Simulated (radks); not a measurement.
Excited configurations of In2+: one electron is placed in a higher orbital outside [Kr] 4d10. The ground configuration is [Kr] 4d10 5s1. Calculated with a radial shooting solver on a logarithmic mesh with Libxc functionals: scalar-relativistic Kohn-Sham, r2SCAN, spin-polarised, spherical densities, finite nucleus; open shells are filled with parallel spins first (spin-orbit coupling, left out, can overturn this in heavy ions); meta-GGA in the generalised Kohn-Sham scheme; Fermi nuclear charge, rms radius 4.6156 fm. Excitation = E - E(ground); binding = E(ion) - E, where the ion is the core of charge +3; n* = 3/sqrt(2 binding) in atomic units, and the quantum defect is n - n*.

\begin{tabular}{lrrrrr}
outer orbital & excitation (eV) & binding (eV) & n* & quantum defect & <r> (bohr) \\ \hline
5p & 7.755 & 20.482 & 2.445 & 2.555 & 2.831 \\
5d & 16.272 & 11.964 & 3.199 & 1.801 & 4.230 \\
5f & 23.029 & 5.208 & 4.849 & 0.151 & 9.705 \\
6s & 15.520 & 12.716 & 3.103 & 2.897 & 4.971 \\
6p & 17.987 & 10.250 & 3.456 & 2.544 & 5.843 \\
6d & 21.244 & 6.993 & 4.185 & 1.815 & 7.947 \\
7s & 20.952 & 7.284 & 4.100 & 2.900 & 8.577 \\
7p & 22.032 & 6.205 & 4.442 & 2.558 & 9.799 \\
7f & 25.514 & 2.723 & 6.706 & 0.294 & 20.85 \\
\end{tabular}

The Delta-SCF ionisation energy is 28.237 eV (NIST Atomic Spectra Database: 28.044 eV, measured). Self-interaction in the functional shifts the binding energies and quantum defects, so they are the method's values and not measured ones.
